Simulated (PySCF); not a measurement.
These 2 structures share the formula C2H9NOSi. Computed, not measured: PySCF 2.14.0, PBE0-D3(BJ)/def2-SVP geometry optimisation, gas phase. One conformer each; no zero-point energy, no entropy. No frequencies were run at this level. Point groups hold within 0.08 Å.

**Question.** Order them by energy at this level, lowest first, and give relative energies in kcal/mol.
A. `[CH3:1][O:2][CH2:3][SiH2:4][NH2:5]` with C1–O2–C3–Si4 178°, O2–C3–Si4–N5 -55°, C3–Si4–N5–H 43° and 178°
B. `[CH3:1][NH:2][SiH2:3][O:4][CH3:5]` with C1–N2–Si3–O4 88°, N2–Si3–O4–C5 -63°

**Answer.** B (0.0), A (25.9).

As drawn, the lower has an Si–O bond, which the higher lacks; the higher has an Si–C bond, which the lower lacks.

```csv
SMILES,E (Eh),E rel (kcal/mol),dipole (D),point group,"A, B, C (MHz)"
CN[SiH2]OC,-500.53067,0.0,1.95,C1,"6359, 2463, 1958"
COC[SiH2]N,-500.48945,25.9,0.89,C1,"8575, 2038, 1775"
```

**Question.** How do the relative energies change in single points at B3LYP/pcSseg-1 (no added dispersion term) on the same geometries?

**Answer.** 
```csv
SMILES,PBE0-D3(BJ)/def2-SVP (kcal/mol),B3LYP/pcSseg-1 (kcal/mol),shift
CN[SiH2]OC,0.0,0.0,0.0
COC[SiH2]N,25.9,26.5,+0.6
```

Each column counts from its own lowest isomer. The order is unchanged; the largest shift is 0.6 kcal/mol.
